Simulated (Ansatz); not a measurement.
C3H7FGe can be A, `C/C(F)=[CH]/[GeH3]`, or B, `C=[CH][GeH2][CH2]F`.

Program: Ansatz. Geometries: PBE0-D4/def2-TZVP. ΔE: electronic, gas phase. CBS: MP2 limit from def2 TZ/QZ plus the TZ coupled-cluster correction, frozen cores. DFT in def2-TZVPP. B3LYP here is the variant with VWN-RPA as its local correlation; programs differ in this. For Ge outer-core shells are correlated without core-valence functions, which leaves a few kJ/mol of doubt a bond. Scalar relativity is left out up to krypton. One conformer a species, not always the lowest.

A:

Z-matrix (Å, degrees):
```
C
C 1 1.481
H 1 1.094 2 110.2
H 1 1.094 2 110.2 3 -118.4
H 1 1.089 2 110.7 3 120.8
F 2 1.351 1 111.3 3 59.3
C 2 1.323 1 129.6 3 -120.7
Ge 7 1.936 2 123.2 1 180.0
H 7 1.083 2 116.9 1 -0.0
H 8 1.537 7 110.9 2 60.6
H 8 1.537 7 110.9 2 -60.5
H 8 1.537 7 108.0 2 -180.0
```

B:

Z-matrix (Å, degrees):
```
Ge
C 1 1.936
C 1 1.978 2 109.7
H 1 1.541 2 109.0 3 -118.9
H 1 1.539 2 111.2 3 119.5
C 2 1.328 1 123.1 3 118.7
H 2 1.088 1 117.9 3 -60.5
F 3 1.389 1 109.7 2 59.8
H 3 1.094 1 110.7 2 -59.5
H 3 1.094 1 111.3 2 179.5
H 6 1.087 2 121.9 1 -179.3
H 6 1.086 2 122.0 1 0.8
```

Which isomer does CCSD(T)/CBS put lower? Give the gap. (An estimate is asked.)

Computed: A, by 39.1 kJ/mol.

Give E(B) − E(A) in kJ/mol with PBE-D4, ωB97M-V, MP2/def2-TZVPP, CCSD/def2-TZVPP, B3LYP, HF/def2-TZVPP, B2PLYP. (Best estimate.)

The calculation gave: PBE-D4 48.8, ωB97M-V 46.1, MP2/def2-TZVPP 42.8, CCSD/def2-TZVPP 39.5, B3LYP 42.9, HF/def2-TZVPP 41.4, B2PLYP 42.6. None reverses the order clearly.

Largest T1 diagnostic: 0.012.
